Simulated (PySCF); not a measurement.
The calculation used delta-SCF UKS SCAN, pcX-2 on the ionised atom, pcseg-1 elsewhere, spin-free X2C in PySCF 2.14.0. Geometries: PBE0-D3(BJ)/def2-SVP; isolated species, one conformer each. Values against the vacuum level.

Task: Rank by computed C 1s binding energy, lowest first.
A. C6 in `[CH2:1]=[CH:2][C:3](=[O:4])[O:5][CH3:6]`
B. Carbon in `[AlH3-][N]=C`
C. C7 in `[BH3-:1][N+:2]#[C:3][CH2:4][B:5]([O:6][CH3:7])[O:8][CH3:9]`
D. C3 in `[O+:1]#[C:2][CH2:3][F:4]`

Result: B (286.80 eV), A (292.58 eV), C (293.03 eV), D (302.79 eV).

The highest is bonded to F, C and 2 H in a species of charge +1, the lowest to N (double bond) and 2 H in a species of charge -1; the range is 15.99 eV.

Task: Rank by computed O 1s binding energy, lowest first.
A. Oxygen in `[BH3-][N+]#CCB(OC)OC`
B. O4 in `[CH2:1]=[CH:2][C:3](=[O:4])[O:5][CH3:6]`
C. Oxygen in `[O+]#CCF`

Result: B (537.45 eV), A (539.26 eV), C (550.34 eV).

From the lowest up, the atoms are bonded to: C (double bond) (537.45); C and B (539.26); C (triple bond) in a species of charge +1 (550.34).

The basis sets have no added diffuse functions, a weakness for anions.
